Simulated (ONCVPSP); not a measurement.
## Sr: ONCV pseudisation with PBEsol, scalar-relativistic reference atom.

strontium, optimised norm-conserving Vanderbilt (ONCV), made with ONCVPSP 4.0.1 (PBEsol, scalar-relativistic). Core [Ar] 3d10, reference 4s2 4p6 (charge +2). Waves: 4s: rc 2.00 bohr, ncon 4, nbas 7, qcut 5.4 1/bohr, 2 projectors, debl 2.3 Ha; 4p: rc 1.70 bohr, ncon 4, nbas 7, qcut 4.7 1/bohr, 1 projector; d scattering state at 0.22 Ha: rc 1.70 bohr, ncon 4, nbas 8, qcut 5.3 1/bohr, 2 projectors, debl 2.5 Ha. Local part: polynomial inside 1.40 bohr (lpopt 5, dvloc0 0 Ha). Core correction: polynomial model core, fcfact 0.3.

In the d channel the program set the typed energies aside and used 0.050, 2.550 Ha.

All-electron outer shells of the reference configuration (PBEsol, scalar-relativistic, ld1.x):

```csv
shell,level (eV),outermost node (bohr),outermost maximum (bohr)
4p,-36.51,0.61,1.32
```

Calculated quality:

- Cutoffs needed: 14 Ha and 46 Ha (the cutoffs (Ha) at which the residual kinetic energy of the hardest occupied pseudo-wave falls to 1 and 0.1 mHa per electron)
- Ghost test: no bound ghost flagged; GHOST(+) flagged for s at 138.1 eV
- Configuration tests: 1 of 4 tests not solved or not reliable
- rms error of d²Exc/dni dnj: 4.71 mHa without and 1.67 mHa with the model core

Generation and tests took about 2.6 s on one core of a shared server CPU.
